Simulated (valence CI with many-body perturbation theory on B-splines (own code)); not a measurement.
# Nd39+: key properties

Method: valence CI with perturbative core correlation (CI+MBPT): three valence electrons over a frozen Dirac-Fock core [Ar], a basis of 7 s, 7 p, 8 d, 6 f, 4 g, 1 h functions for each j, with the one-electron correlation potential Σ1 (screened to all orders), the two-electron term Σ2, the three-electron term Σ3, Breit, model QED; selected single and double excitations, second order for the rest, scaled by the run's own slope (own B-spline code, finite nucleus).

No measured spectrum was set against this ion. As an estimate, large intervals hold to a few tenths of a per cent, small ones and those within an open d or f shell to about a per cent. Only levels of the ground parity were solved; by the run's estimate the other parity begins above the list, which can be wrong where configurations are misplaced.

Levels are named by their leading jj configuration (3d3/2^4 stands for four electrons in 3d with j = 3/2), which in mixed levels can hold well under half, so a name can repeat and another be missing.

Rates and lifetimes use the calculated energies. Strong lines usually hold to 10 to 20 %, long lifetimes can be off by a factor of two.

**Question.** What is the ground level?

**Answer.** (3d3/2^3) J=3/2, composition 56 % 3d³ ⁴F + 33 % 3d³ ²D + 8 % 3d³ ²P, g = 0.646.

**Question.** What is the ionisation energy?

**Answer.** 2862.4 eV; NIST lists 2861 ± 4 eV (theoretical).

**Question.** Name the longest-lived excited levels whose lifetime is computed, and their main decay.

**Answer.** (3d3/2^2 3d5/2) J=9/2 at 28.941 eV lives 143 ms, mostly by M1 to (3d3/2^2 3d5/2) J=7/2.

**Question.** How well does LS coupling describe the low levels?

**Answer.** Among the lowest 19 levels the leading LS term, summed over configurations, holds 60 % on average. For single configurations the figures are 60 % in LS and 91 % in jj coupling. Terms mix most in the J = 3/2 level at 26.375 eV, where the leading one holds 40 %.
